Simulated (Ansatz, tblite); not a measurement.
Cost and result up the ladder for the cluster B8N⁺ (the lowest singlet isomer of a short search) (9 atoms). The state is a singlet with charge 1. Geometry: PBE0-D4/def2-SVP.

```xyz
9

N    -0.9474    2.0494   -1.1104
B    -0.5367    0.8697   -1.5790
B    -0.5622    1.7894    0.1402
B     0.4062   -1.9318   -0.5236
B     0.3701   -0.6318    1.9065
B    -0.0050    0.7983    1.3107
B     0.6431   -1.9152    1.0341
B     0.0351   -0.6471   -1.3911
B     0.5968   -0.3810    0.2127
```

Ansatz on 4 threads of Intel Xeon Platinum 8488C on a shared host; xTB runs through tblite on one thread. Times are rough, summed over both states, and most runs start from the orbitals of an earlier one. ωB97X-V/def2-TZVP serves as the yardstick here, not as an exact answer. Differences are given only for rows in sets of like size (and for xTB, whose basis is part of the method), since another set adds its own error. The other state is a quintet at its own geometry.

The xTB rows come from tblite. B3LYP takes the VWN-RPA correlation. The structure comes from a short search, and lower isomers may exist.

Run but left out: MP2/def2-TZVP (quintet: ⟨S²⟩ 6.20, where a pure state has 6.00).

xTB has no spin-polarisation term.

```json
{"level": "GFN1-xTB", "functions": "36", "wall time": "0.011 s", "quintet − singlet (eV)": "2.81", "difference from ωB97X-V/def2-TZVP (eV)": "-0.37", "remarks": "–"}
{"level": "GFN2-xTB", "functions": "36", "wall time": "0.015 s", "quintet − singlet (eV)": "2.48", "difference from ωB97X-V/def2-TZVP (eV)": "-0.70", "remarks": "–"}
{"level": "HF/6-31G", "functions": "81", "wall time": "1.4 s", "quintet − singlet (eV)": "2.68", "difference from ωB97X-V/def2-TZVP (eV)": "–", "remarks": "spin-contaminated (⟨S²⟩ 6.23) (quintet)"}
{"level": "B3LYP-D4/6-31G", "functions": "81", "wall time": "2.2 s", "quintet − singlet (eV)": "2.80", "difference from ωB97X-V/def2-TZVP (eV)": "–", "remarks": "–"}
{"level": "PBE-D4/def2-TZVP", "functions": "279", "wall time": "6.1 s", "quintet − singlet (eV)": "2.29", "difference from ωB97X-V/def2-TZVP (eV)": "-0.89", "remarks": "–"}
{"level": "PBE0-D4/def2-TZVP", "functions": "279", "wall time": "12 s", "quintet − singlet (eV)": "2.50", "difference from ωB97X-V/def2-TZVP (eV)": "-0.68", "remarks": "–"}
{"level": "r2SCAN-D4/def2-TZVP (with forces)", "functions": "279", "wall time": "12 s", "quintet − singlet (eV)": "2.17", "difference from ωB97X-V/def2-TZVP (eV)": "-1.01", "remarks": "–"}
{"level": "CAM-B3LYP-D4/def2-TZVP", "functions": "279", "wall time": "21 s", "quintet − singlet (eV)": "2.96", "difference from ωB97X-V/def2-TZVP (eV)": "-0.21", "remarks": "–"}
{"level": "ωB97X-V/def2-TZVP", "functions": "279", "wall time": "40 s", "quintet − singlet (eV)": "3.18", "difference from ωB97X-V/def2-TZVP (eV)": "0.00", "remarks": "–"}
```
